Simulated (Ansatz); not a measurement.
Born–Oppenheimer molecular dynamics of Cl2FGeH5Si (10 atoms, charge 0, multiplicity 1). It starts at the highest image of a converged band. Of that band: Neighbouring images differ by up to 2.1 eV, so the band resolves the path poorly. A vibrational analysis at the climbing image gives one clearly imaginary mode, 943i cm⁻¹: a first-order saddle point.

The calculation used Ansatz, RKS PBE0-D4/def2-SVP.

```
ensemble                      : NVE (velocity Verlet)
time step                     : 0.5 fs
steps asked                   : 200
starting velocities drawn for : 300 K
seed                          : 5356
```

First frame:

```xyz
10
Properties=species:S:1:pos:R:3
Ge 0.144 0.176 0.074
Cl 0.884 -0.906 2.261
Cl 1.543 -0.907 -1.109
F -0.229 1.533 -1.014
H -1.251 -0.367 0.333
Si 1.271 2.352 1.075
H 2.061 2.376 2.341
H 2.140 2.592 -0.102
H 0.077 3.229 1.175
H 0.980 0.655 1.568
```

Problem. How far do the bonds stretch over the last three quarters of this one trajectory? (Pairs bonded in most of those frames.)

Solution. 
| bond | mean (Å) | spread (Å) | shortest | longest |
| --- | --- | --- | --- | --- |
| Ge1–Cl2 | 2.184 | 0.095 | 2.07 | 2.40 |
| Ge1–Cl3 | 2.135 | 0.042 | 2.07 | 2.19 |
| Ge1–F4 | 1.766 | 0.027 | 1.72 | 1.80 |
| Ge1–H5 | 1.527 | 0.007 | 1.52 | 1.54 |
| Si6–H7 | 1.502 | 0.048 | 1.43 | 1.58 |
| Si6–H8 | 1.493 | 0.014 | 1.47 | 1.52 |
| Si6–H9 | 1.491 | 0.011 | 1.47 | 1.51 |
| Si6–H10 | 1.489 | 0.021 | 1.45 | 1.52 |

Pairs bonded in part of these frames only: Ge1–Si6 5 %, Ge1–H10 32 %.

Mean temperature of the second half: 1807 K. The conserved energy stayed within 0.061 meV per atom of its start (net change 0.034 meV per atom), so the integration is sound. The kinetic energy rose, since the run started high on the potential surface and went downhill. It ends in pieces (Cl2FGeH + H4Si), so much of that is their flight and rotation, not heat. A run of 0.1 ps of so small a system gives no equilibrium averages. The orbitals stay closed-shell, which can raise the energy where a bond breaks towards radicals; this wasn't checked here.

Time of the run: 8.8 min on 4 threads of Arm Neoverse V1, on a shared host, peak memory 0.36 GiB.
